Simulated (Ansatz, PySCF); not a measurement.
## Bi2N2 in two programs

Bi2N2 (singlet; a saddle point, relaxed within its symmetry), relaxed with PySCF 2.14.0, RKS PBE0, Bi def2-SVP with ECP60, N def2-SVP; non-relativistic Hamiltonian with scalar-relativistic core potentials where named; density fitting; no spin-orbit coupling:

```xyz
4

Bi   -0.0456    0.0000    1.5415
Bi    0.0456    0.0000   -1.5415
N     1.4858    0.0000    0.1842
N    -1.4858    0.0000   -0.1842
```

There the HOMO–LUMO gap is 2.30 eV. 

The same geometry by Ansatz 0.2.0 (PBE, PAW, a periodic box with 9 Å of vacuum):

```
spin-orbit coupling  gap (eV)  largest force component (eV/Å)
            without      0.63                            0.28
```

(1) What does the run with spin-orbit coupling give?

The spin-orbit runs use fully relativistic datasets of their own, so changes of a few hundredths of an eV needn't come from the coupling.

The two programs differ in functional, so their gaps don't test each other.

Results:

(1) gap (eV): 0.70, largest force component (eV/Å): 0.38. It took 18 s on 2 threads of Arm Neoverse V1 (shared host), peak memory 1.6 GiB.
